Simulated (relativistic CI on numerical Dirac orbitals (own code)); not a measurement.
**Tc³⁸⁺: computed level list**

Calculated at this level of theory: Dirac-Coulomb-Breit CI, orbitals from a KLI potential per configuration, a model potential for QED, unscaled Slater integrals (own radial code, finite nucleus).

Configuration list (outside the closed core 1s2): 2s²2p, 2s2p², 2p³, 2p²3s, 2p²3p, 2p²3d, 2s²3s, 2s²3p, 2s²3d, 2s2p3s, 2s2p3p, 2s2p3d, 2s²4s, 2s²4p, 2s²4d, 2s²4f, 2s2p4s, 2s2p4p, 2s2p4d, 2s2p4f, 2s²5s, 2s²5p, 2s²5d, 2s²5f, 2s²5g, 2s3s², 2s3s3p, 2s3s3d, 2s3p², 2s3p3d, 2s2p5s, 2s2p5p, 2p3s², 2s2p5d, 2s2p5f, 2s2p5g. Levels of other configurations are missing.

The lowest level is 2s²2p ²P°1/2, with 99 % of that term; Hund's rules for 2s²2p give ²P° with J = 1/2, in agreement.

```
No.  Configuration  Term    J  E (10³ cm⁻¹)    %  Next component (%)  Lifetime (s)
  1          2s²2p   ²P°  1/2           0.0   99           1 2p³ ²P°              
  2      2s2p²(3P)    ⁴P  1/2         929.4   71               21 ²S      2.77e-10
  3          2s²2p   ²P°  3/2        1067.8   98           2 2p³ ²P°      8.74e-08
  4      2s2p²(3P)    ⁴P  3/2        1728.6   95                3 ²D      2.23e-09
  5      2s2p²(3P)    ⁴P  5/2        1925.1   55               45 ²D      4.80e-10
  6      2s2p²(1D)    ²D  3/2        2249.5   74               25 ²P      7.21e-12
  7      2s2p²(3P)    ²P  1/2        2289.3   73               19 ⁴P      4.54e-12
  8      2s2p²(1D)    ²D  5/2        2953.3   55               45 ⁴P      3.08e-11
  9            2p³   ²P°  3/2        3292.5   39              36 ⁴S°      6.50e-12
 10      2s2p²(1S)    ²S  1/2        3410.9   71               19 ²P      5.45e-12
 11      2s2p²(3P)    ²P  3/2        3422.4   73               23 ²D      3.40e-12
 12            2p³   ⁴S°  3/2        4180.0   50              48 ²D°      4.19e-12
 13            2p³   ²D°  5/2        4310.9  100                          5.25e-12
 14            2p³   ²P°  1/2        4555.5   99         1 2s²2p ²P°      3.32e-12
 15            2p³   ²P°  3/2        5469.3   57              28 ²D°      2.85e-12
 16          2s²3s    ²S  1/2       25149.3   96          2 2p²3s ²S      3.88e-14
 17          2s²3p   ²P°  1/2       25488.5   94         2 2p²3p ²P°      7.10e-13
 18          2s²3p   ²P°  3/2       25779.8   81        9 2s2p3s ⁴P°      2.17e-13
 19         2s2p3s   ⁴P°  1/2       25811.0   89               9 ²P°      4.23e-14
 20         2s2p3s   ⁴P°  3/2       25948.5   63              21 ²P°      4.11e-14
 21         2s2p3s   ²P°  1/2       26041.3   93               5 ⁴P°      5.71e-14
 22          2s²3d    ²D  3/2       26078.8   93          2 2p²3d ²D      5.12e-15
 23         2s2p3p    ⁴D  1/2       26099.7   73               21 ²P      5.76e-14
 24          2s²3d    ²D  5/2       26174.2   97          2 2p²3d ²D      5.99e-15
 25         2s2p3p    ⁴D  3/2       26217.4   50               23 ²P      7.43e-14
 26         2s2p3p    ⁴P  1/2       26371.9   57               25 ²S      4.53e-14
 27         2s2p3p    ⁴P  3/2       26470.3   29               25 ⁴D      4.43e-14
 28         2s2p3p    ²P  1/2       26567.4   46               19 ²S      1.48e-14
 29         2s2p3p    ⁴D  5/2       26585.0   58               23 ²D      3.89e-13
 30         2s2p3p    ²D  3/2       26614.9   50               19 ⁴S      1.90e-14
```

Energies count from the lowest computed level; ° marks odd parity; lifetimes are radiative, by E1, M1, E2, M2 decay to levels of this space only. Percentages are summed over parent terms; the parents shown are those of the largest component, closed shells are left out there.

The mean weight of the leading LS term, summed over parents, in these 30 levels is 73 %, and that of the leading jj configuration (from the same eigenvectors) 95 %, so jj coupling describes them better and the LS labels are nominal.

At this charge energies of transitions that change n are usually good to better than 1 %, and those within a shell (Δn = 0) to a few per cent.

LS names give the leading component of a level, which can be under half, so a name can repeat, a term be missing and a line seem to break the LS rules.
